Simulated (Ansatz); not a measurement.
An input meant for B(H2O)F3 (BOF3H2) (charge 0, singlet).

```yaml
crystal:
  periodic: [false, false, false]
  atoms:
    - {symbol: B, position_ang: [0.113166, -0.075884, -0.737219]}
    - {symbol: O, position_ang: [0.210379, 0.022395, 1.040720]}
    - {symbol: H, position_ang: [-0.457322, -0.599285, 1.372820]}
    - {symbol: H, position_ang: [-0.107239, 0.909518, 1.274321]}
    - {symbol: F, position_ang: [1.376902, -0.335762, -1.095175]}
    - {symbol: F, position_ang: [-0.356143, 1.167250, -1.003199]}
    - {symbol: F, position_ang: [-0.779753, -1.088232, -0.852268]}
basis:
  gaussian: {orbitals: x2c-TZVPPall, final_grid: {core_spheres: 1, valence_spheres: 1, degree: 5}}
hamiltonian: {xc: {name: r2SCAN}}
scf: {omitted_lower_state_checks: [starts]}
output: {forces: true}
```

```sh
$ ansatz run in.yaml --threads 4 --pin off --events-out ev --progress --plain --max-ram 3916MiB
```

Output, abridged:

```
Functional definition: r2SCAN
907 factors; their error is unknown
mean field evaluation 1: about -10914.7439 eV, gradient 6.8e1 eV
mean field evaluation 2: about -10906.6718 eV, gradient 1.0e2 eV
mean field evaluation 4: about -10920.9035 eV, gradient 3.4e0 eV
mean field evaluation 8: about -10883.9580 eV, gradient 3.6e1 eV
mean field evaluation 16: about -10886.1945 eV, gradient 6.6e-2 eV
mean field -10886.19450152 eV, -400.0602690032 hartree, gradient 6.4e-5 eV, S^2 0.000000; 0 other end points of the search recorded, 0 dependent functions left out
reference -10886.19453919 eV, -400.0602703875 hartree; 21, 21 occupied and 162, 162 virtual orbitals, 907 factors
Total energy: -10886.19453919 eV, -400.0602703875 hartree
Relativity: scalar
Atom 0 at     0.113166    -0.075884    -0.737219 Å, force     2.246571    -0.533765    -1.078494 eV/Å
Atom 1 at     0.210379     0.022395     1.040720 Å, force   -11.099731     2.909799     4.132405 eV/Å
Atom 2 at    -0.457322    -0.599285     1.372820 Å, force     7.081837     6.440619    -3.085388 eV/Å
Atom 3 at    -0.107239     0.909518     1.274321 Å, force     3.315813    -9.359468    -2.180947 eV/Å
Atom 4 at     1.376902    -0.335762    -1.095175 Å, force    -3.879994     0.957487     0.865339 eV/Å
Atom 5 at    -0.356143     1.167250    -1.003199 Å, force     0.644013    -3.978398     0.868364 eV/Å
Atom 6 at    -0.779753    -1.088232    -0.852268 Å, force     1.691492     3.563725     0.478721 eV/Å
Dipole moment:    -0.169177     0.080440     0.548388 e Å
Checks for a lower state left out: starts
```

In this input the integration grid is far too coarse. The run converged. The result belongs to that input, not to the species as meant.

DK, ANO-RCC and x2c sets are all-electron and run with scalar relativity unless a key says otherwise.
